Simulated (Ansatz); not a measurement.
Reaction (SMILES): [BH]F (BH-F) → B atom + F atom + H atom
B3LYP-D3(BJ)/def2-TZVP geometries, fixed; electronic energies without zero-point terms.

Basis-set convergence of the atomisation energy at wB97M-V with Ansatz (a program for electronic structure). Cartesian d functions, on some or all atoms, in 6-31G*, 6-31G**, 6-31+G*; all else is spherical. The program fits the integrals of some runs and decomposes those of others, by size. Open shells are unrestricted. The functional holds VV10 correlation; no added dispersion term, no relativity. Functions are those of the species that has most. Reference: the value in pcseg-4, 234.66 kcal/mol, itself unsure by roughly 0.11 kcal/mol (its mean distance from aug-pcseg-3, aug-cc-pVQZ, cc-pV5Z).

```json
[
 {"basis": "STO-3G", "functions": "11", "atomisation energy (kcal/mol)": "(withheld)"},
 {"basis": "def2-SV(P)", "functions": "30", "atomisation energy (kcal/mol)": "238.57"},
 {"basis": "6-31G*", "functions": "32", "atomisation energy (kcal/mol)": "238.06"},
 {"basis": "def2-SVP", "functions": "33", "atomisation energy (kcal/mol)": "239.85"},
 {"basis": "pcseg-1", "functions": "33", "atomisation energy (kcal/mol)": "230.99"},
 {"basis": "6-31G**", "functions": "35", "atomisation energy (kcal/mol)": "238.75"},
 {"basis": "6-31+G*", "functions": "40", "atomisation energy (kcal/mol)": "232.53"},
 {"basis": "def2-SVPD", "functions": "51", "atomisation energy (kcal/mol)": "236.80"},
 {"basis": "def2-TZVPP", "functions": "76", "atomisation energy (kcal/mol)": "(withheld)"},
 {"basis": "def2-TZVPPD", "functions": "94", "atomisation energy (kcal/mol)": "(withheld)"},
 {"basis": "aug-pcseg-2", "functions": "115", "atomisation energy (kcal/mol)": "(withheld)"},
 {"basis": "pcseg-3", "functions": "153", "atomisation energy (kcal/mol)": "234.69"},
 {"basis": "aug-cc-pVQZ", "functions": "206", "atomisation energy (kcal/mol)": "234.47"}
]
```

Task: Fill in the missing entries.

Result: 
- STO-3G, atomisation energy (kcal/mol): 284.64
- def2-TZVPP, atomisation energy (kcal/mol): 234.56
- def2-TZVPPD, atomisation energy (kcal/mol): 234.25
- aug-pcseg-2, atomisation energy (kcal/mol): 234.73
